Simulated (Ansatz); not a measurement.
System: sum formula Si$_{3}$H$_{5}$F$_{2}$, charge 0, multiplicity 2. It need not be the lowest isomer of its formula. 
Geometry from a B3LYP-D3(BJ)/def2-TZVP (Ansatz, a quantum-chemistry and plane-wave program) optimisation:
```xyz
10

F     -0.0130     1.2883    -1.3551
Si     0.0711     0.3914    -0.0261
F      0.2872     1.4042     1.2009
Si     1.9683    -0.9611    -0.1876
Si    -1.9934    -0.6999     0.2659
H      2.2087    -1.7570     1.0432
H      1.9259    -1.8661    -1.3646
H     -3.1080     0.2734     0.3527
H     -2.2106    -1.6088    -0.8842
H     -1.9292    -1.5003     1.5113
```
Charge 0, spin multiplicity 2.

Computed values are from Ansatz. Cores are frozen in the correlated levels unless marked. UHF or UKS for open shells. No spin-orbit coupling. No relativistic terms. CBS(X,Y): correlation extrapolated as X^-3; Hartree-Fock from the larger set.

What is the dipole moment at CCSD(T)/aug-cc-pV(D+d)Z?

1.64 D.

What is the atomisation energy De at CCSD(T)/CBS(cc-pV(T+d)Z,cc-pV(Q+d)Z)?

772.8 kcal/mol.

What is the T1 diagnostic at CCSD/cc-pV(Q+d)Z?

0.015.

What is the total energy at CCSD(T)/CBS(cc-pV(T+d)Z,cc-pV(Q+d)Z)?

-1069.8821 Eh.
